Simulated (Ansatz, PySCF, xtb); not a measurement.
Gas-phase reaction in SMILES: CO[Si](F)(F)OC + 2 O (H2O) + 3 [SiH4] (SiH4) -> 2 CO (CH4O) + 2 F[SiH3] [fluorosilane] + 2 O[SiH3] [hydroxysilane]
Each molecule is optimised on its own at B3LYP-D3(BJ)/def2-TZVP (Ansatz, an electronic-structure program), one conformer each, not searched for the lowest. Frequencies are from Ansatz or PySCF.

Wanted: bond separation energy (0 K, with B3LYP-D3(BJ) harmonic zero-point energies), in eV. Cores are frozen in the correlated levels unless marked. No spin-orbit coupling. Non-relativistic. CBS marks a two-point X^-3 extrapolation of the correlation energy; Hartree-Fock from the larger set. [CCSD(T)-MP2]/basis is that difference in the basis named.

```tsv
level	program	bond separation energy (eV)
GFN2-xTB	xtb	?
PBE-D4/def2-TZVPD	Ansatz + dftd4	1.22
B3LYP/def2-TZVPD	Ansatz	?
M06-2X/def2-TZVPD	PySCF	1.22
LC-wPBE-D3(BJ)/def2-TZVPD	Ansatz + dftd3	?
SCS-MP2/6-31G*	Ansatz	1.37
CCSD/6-31G*	Ansatz	?
RI-MP2/CBS(cc-pV(T+d)Z,cc-pV(Q+d)Z)+[CCSD(T)-MP2]/cc-pV(T+d)Z	Ansatz	1.20
```

**Question.** Complete the blanks.

**Answer.** 
- GFN2-xTB, bond separation energy (eV): -0.56
- B3LYP/def2-TZVPD, bond separation energy (eV): 1.05
- LC-wPBE-D3(BJ)/def2-TZVPD, bond separation energy (eV): 1.23
- CCSD/6-31G*, bond separation energy (eV): 1.50
